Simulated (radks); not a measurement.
Species: Pr1.3+. Configuration: [Kr] 4d(up 5, down 4.7) 4f3 5s2 5p6 6s1 (fractional occupations, a model configuration). Method: scalar-relativistic Kohn-Sham, r2SCAN, spin-polarised, spherical densities, finite nucleus; open shells are filled with parallel spins first (spin-orbit coupling, left out, can overturn this in heavy ions); meta-GGA in the generalised Kohn-Sham scheme; Fermi nuclear charge, rms radius 4.8919 fm; computed with a radial shooting solver on a logarithmic mesh with Libxc functionals.

X-ray form factor f0, the Fourier transform of the density (f0(0) = 57.7):

sin(theta)/lambda (1/angstrom),f0 (electrons)
0.05,56.677
0.1,54.115
0.15,50.886
0.2,47.510
0.25,44.220
0.3,41.161
0.4,35.958
0.5,31.806
0.6,28.340
0.8,22.883
1,19.179
1.25,16.215
1.5,14.001
2,10.130
